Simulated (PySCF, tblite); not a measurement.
Isomers of C6H8NP. Calculated harmonic vibrations of the isolated species, GFN2-xTB (tblite), most abundant isotopes, no scaling. This tight-binding method is rough: wavenumbers can miss measured ones by several per cent, in bad cases by 10 to 20. Modes of hydrogen on phosphorus can be 10 to 20 % off. One conformer each.

Electronic energies: PBE0/pcSseg-1 single points on the GFN2-xTB geometries (PySCF, gas phase).

```csv
SMILES,"electronic energy, lowest = 0 (kJ/mol)"
CPc1cccnc1,0.0
CCc1cpccn1,0.9
C#CCPCCC#N,230.9
CC1=C(C)P1CC#N,149.1
```

Question: How do GFN2-xTB zero-point energies change the relative energies?

Answer: 
```tsv
SMILES	ZPE (kJ/mol)	of it from modes above 1550 cm⁻¹	electronic (kJ/mol)	with ZPE, lowest = 0 (kJ/mol)	lowest mode (cm⁻¹)	rings
CPc1cccnc1	319.5	159.3	0.0	0.0	19	1
CCc1cpccn1	329.1	144.7	0.9	10.5	37	1
CC1=C(C)P1CC#N	315.8	168.7	149.1	145.4	15	1
C#CCPCCC#N	310.8	167.6	230.9	222.2	25	0
```

The zero-point energies span 18.3 kJ/mol, from `C#CCPCCC#N` to `CCc1cpccn1`. The order is unchanged.

Question: And how do the electronic energies of GFN2-xTB itself compare?

Answer: `CPc1cccnc1` 0.0; `CCc1cpccn1` 6.6; `CC1=C(C)P1CC#N` 213.6; `C#CCPCCC#N` 250.3 kJ/mol, lowest = 0. Against the energies above, taken from the same isomer `CPc1cccnc1`, the largest difference is 64.5 kJ/mol.
